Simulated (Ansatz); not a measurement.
Reaction (ligand exchange at a Ta–N bond): `[NH2][Ta](=[O])([OH])[F]` + HCl → `[O]=[Ta]([OH])([F])[Cl]` + NH₃

Gas-phase electronic energies from Ansatz, PBE0-D4/def2-TZVP geometries. CBS: MP2 limit from def2 TZ/QZ plus the TZ coupled-cluster correction, frozen cores. This one scheme is used for every species. Functionals use def2-TZVPP. def2 core potentials past Kr. For Ta outer-core shells are correlated without core-valence functions, which leaves a few kJ/mol of doubt a bond. Each species was taken in one conformer, which may not be the lowest.

`[NH2][Ta](=[O])([OH])[F]`:

Z-matrix (Å, degrees):
```
Ta
O 1 1.717
O 1 1.905 2 111.0
N 1 1.971 2 104.8 3 119.0
F 1 1.891 2 110.4 3 -121.4
H 3 0.957 1 131.2 2 1.6
H 4 1.009 1 124.4 2 3.4
H 4 1.010 1 125.0 2 -173.4
```

HCl:

Z-matrix (Å, degrees):
```
Cl
H 1 1.279
```

`[O]=[Ta]([OH])([F])[Cl]`:

```xyz
6

O     0.270   -1.364   -1.432
Ta   -0.258   -0.215   -0.282
O     1.317    0.556    0.421
F    -1.310    1.066   -1.153
Cl   -1.473   -1.277    1.359
H     1.453    1.233    1.086
```

NH₃:

Z-matrix (Å, degrees):
```
N
H 1 1.013
H 1 1.013 2 107.1
H 1 1.013 2 107.1 3 -114.5
```

```
             level  ΔE (kcal/mol)
            r2SCAN          -13.4
SCS-MP2/def2-TZVPP          -12.8
```

**Question.** What does CCSD(T)/CBS give? (Best estimate.)

**Answer.** Computed: -12.0 kcal/mol. The listed levels differ from it by -1.4, -0.8 kcal/mol.

Largest T1 diagnostic among the species: 0.020.

Leaving LDA and LC-ωPBE aside and taking each functional with its dispersion term where it has one, the values, not all of them listed here, spread over 3.2 kcal/mol, from B97M-V to CAM-B3LYP-D4. LDA lies +1.9 kcal/mol from PBE without D4. At CCSD(T), def2-SVP lies +2.2 kcal/mol from the extrapolated value and def2-TZVPP +0.4 kcal/mol.
